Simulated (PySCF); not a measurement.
# Correlation energy of Ba (barium, neutral)

[Xe] 5d2, high-spin 3F determinant (an excited configuration). Calculation: PySCF 2.14, in x2c-TZVPPall with one added diffuse shell each of s, p, d type (12s8p7d2f1g, 94 functions); scalar relativity by spin-free X2C-1e. Frozen: [Xe]; 2 electrons correlated.

With two correlated electrons CCSD is exact within the correlated space (frozen core and kept virtual orbitals).

```json
{"level": "CCSD", "correlation energy (mhartree)": "-6.54"}
```

Diagnostics: T1 = 0.0087, D1 = 0.0123, largest double amplitude 0.061.

Spin-orbit coupling, absent here, splits the open shell strongly.

Cost of the coupled-cluster step: about 6 core-seconds, for 2 correlated electrons.

Iterations:

```
CC2 = 0
CCSD nocc = (np.int64(2), np.int64(0)), nmo = (67, 67)
frozen orbitals [[0, 1, 2, 3, 4, 5, 6, 7, 8, 9, 10, 11, 12, 13, 14, 15, 16, 17, 18, 19, 20, 21, 22, 23, 24, 25, 26], [0, 1, 2, 3, 4, 5, 6, 7, 8, 9, 10, 11, 12, 13, 14, 15, 16, 17, 18, 19, 20, 21, 22, 23, 24, 25, 26]]
max_cycle = 100
direct = 0
conv_tol = 1e-08
conv_tol_normt = 1e-06
diis_space = 8
diis_start_cycle = 0
Init t2, MP2 energy = -0.00364473911254639
Init E_corr(UCCSD) = -0.0036447391337348
cycle = 1  E_corr(UCCSD) = -0.00517662723963266  dE = -0.00153188811  norm(t1,t2) = 0.0327678
cycle = 2  E_corr(UCCSD) = -0.00587188913725579  dE = -0.000695261898  norm(t1,t2) = 0.0166068
cycle = 3  E_corr(UCCSD) = -0.0065466082903379  dE = -0.000674719153  norm(t1,t2) = 0.00904389
cycle = 4  E_corr(UCCSD) = -0.0065412970972518  dE = 5.31119309e-06  norm(t1,t2) = 0.00214159
cycle = 5  E_corr(UCCSD) = -0.00654655562076499  dE = -5.25852351e-06  norm(t1,t2) = 0.000368157
cycle = 6  E_corr(UCCSD) = -0.00654221916192566  dE = 4.33645884e-06  norm(t1,t2) = 8.34559e-05
cycle = 7  E_corr(UCCSD) = -0.00654405689270164  dE = -1.83773078e-06  norm(t1,t2) = 2.98258e-05
cycle = 8  E_corr(UCCSD) = -0.00654350857071753  dE = 5.48321984e-07  norm(t1,t2) = 8.85229e-06
cycle = 9  E_corr(UCCSD) = -0.00654359293966917  dE = -8.43689516e-08  norm(t1,t2) = 1.91028e-06
cycle = 10  E_corr(UCCSD) = -0.00654359541017369  dE = -2.47050451e-09  norm(t1,t2) = 1.45259e-07
UCCSD converged
E(UCCSD) = -8131.521168646867  E_corr = -0.006543595410173685
```
